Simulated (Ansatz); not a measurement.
Geometry optimisation of Ga2Se3.

```yaml
crystal:
  periodic: [false, false, false]
  atoms:
    - {symbol: Ga, position_ang: [0.100190, -2.253350, 0.769600]}
    - {symbol: Ga, position_ang: [-0.030620, 1.845020, -1.505920]}
    - {symbol: Se, position_ang: [1.839880, 0.017320, -0.084520]}
    - {symbol: Se, position_ang: [-1.800690, -0.233280, -0.296850]}
    - {symbol: Se, position_ang: [-0.108760, 0.624300, 1.117680]}
basis:
  gaussian: {orbitals: def2-SVP}
hamiltonian: {xc: r2scan, dispersion: d4}
scf: {lower_state_search: "off"}
output: {orbitals: {seedname: orbitals}}
relax: {f_tol: 0.02, max_steps: 100}
```

```sh
$ ansatz run in.yaml --threads 4 --pin off --events-out ev --progress --plain --max-ram 4787MiB
```

It prints (some lines left out):

```
Functional definition: r2SCAN
  name "r2SCAN"
  cite "Furness, Kaplan, Ning, Perdew & Sun, J. Phys. Chem. Lett. 11, 8208 (2020) doi:10.1021/acs.jpclett.0c02405"
  cite "Furness, Kaplan, Ning, Perdew & Sun, J. Phys. Chem. Lett. 11, 9248 (2020) doi:10.1021/acs.jpclett.0c03077"
  parent r2scan
  parameter k0 = 0.174
  parameter k1 = 0.065
  parameter a1 = 4.9479
  exchange = r2scan_x(k0 = k0, k1 = k1, a1 = a1)
  correlation = r2scan_c
these checks for a lower state are left out or cut short: stability, starts, cluster_reference, orbital_swaps, neighbouring_geometries, increment
mean field -300769.95166363 eV, -11053.0918544431 hartree, gradient 2.7e-6 eV, S^2 0.000000; 0 other end points of the search recorded, 0 dependent functions left out
the calculation of the forces begins
relax step   1: F+E_penalty+E_count = -300770.02484142 eV  Δ(F+E_penalty+E_count) = +0.000e0 eV  max|allowed force component| = 8.497e-1 eV/Å  Δτ_max = 0.0000 Å  (18 SCF iters, accepted)
these checks for a lower state are left out or cut short: stability, starts, cluster_reference, orbital_swaps, neighbouring_geometries, increment
mean field -300770.24583986 eV, -11053.1026652202 hartree, gradient 2.9e-6 eV, S^2 0.000000; 0 other end points of the search recorded, 0 dependent functions left out
the calculation of the forces begins
relax step   2: F+E_penalty+E_count = -300770.31343128 eV  Δ(F+E_penalty+E_count) = -2.886e-1 eV  max|allowed force component| = 1.893e-1 eV/Å  Δτ_max = 0.1973 Å  (25 SCF iters, accepted)
these checks for a lower state are left out or cut short: stability, starts, cluster_reference, orbital_swaps, neighbouring_geometries, increment
mean field -300770.26459578 eV, -11053.1033544871 hartree, gradient 8.5e-7 eV, S^2 0.000000; 0 other end points of the search recorded, 0 dependent functions left out
the calculation of the forces begins
relax step   3: F+E_penalty+E_count = -300770.33230275 eV  Δ(F+E_penalty+E_count) = -1.887e-2 eV  max|allowed force component| = 1.394e-1 eV/Å  Δτ_max = 0.1270 Å  (21 SCF iters, accepted)
these checks for a lower state are left out or cut short: stability, starts, cluster_reference, orbital_swaps, neighbouring_geometries, increment
mean field -300770.26808466 eV, -11053.1034827012 hartree, gradient 2.7e-6 eV, S^2 0.000000; 0 other end points of the search recorded, 0 dependent functions left out
the calculation of the forces begins
relax step   4: F+E_penalty+E_count = -300770.33578413 eV  Δ(F+E_penalty+E_count) = -3.481e-3 eV  max|allowed force component| = 4.164e-2 eV/Å  Δτ_max = 0.0221 Å  (20 SCF iters, accepted)
these checks for a lower state are left out or cut short: stability, starts, cluster_reference, orbital_swaps, neighbouring_geometries, increment
mean field -300770.26830897 eV, -11053.1034909446 hartree, gradient 2.3e-6 eV, S^2 0.000000; 0 other end points of the search recorded, 0 dependent functions left out
the calculation of the forces begins
relax step   5: F+E_penalty+E_count = -300770.33600137 eV  Δ(F+E_penalty+E_count) = -2.172e-4 eV  max|allowed force component| = 8.385e-3 eV/Å  Δτ_max = 0.0063 Å  (21 SCF iters, accepted)
Total energy: -300770.33601207 eV, -11053.1059789877 hartree
Atom 0 at     0.107402    -2.076585     0.525066 Å, force     0.000490     0.001319    -0.001086 eV/Å
Atom 1 at    -0.014496     1.543109    -1.487478 Å, force    -0.000293    -0.001610    -0.000197 eV/Å
Atom 2 at     1.774518     0.033784    -0.044861 Å, force     0.003699    -0.002082    -0.003118 eV/Å
Atom 3 at    -1.745467    -0.201831    -0.254188 Å, force    -0.003082    -0.001556    -0.003984 eV/Å
Atom 4 at    -0.121956     0.701532     1.261452 Å, force    -0.000814     0.003929     0.008385 eV/Å
Dipole moment:     0.012492    -0.072148    -0.129237 e Å
Checks for a lower state left out: stability, starts, cluster_reference, orbital_swaps, neighbouring_geometries, increment
```

Run time 20 s (4 threads of Arm Neoverse V1 on a shared host).

Another isomer (singlet) lies 0.54 eV lower at PBE0-D4/def2-TZVP; other spin states weren't run for this one.
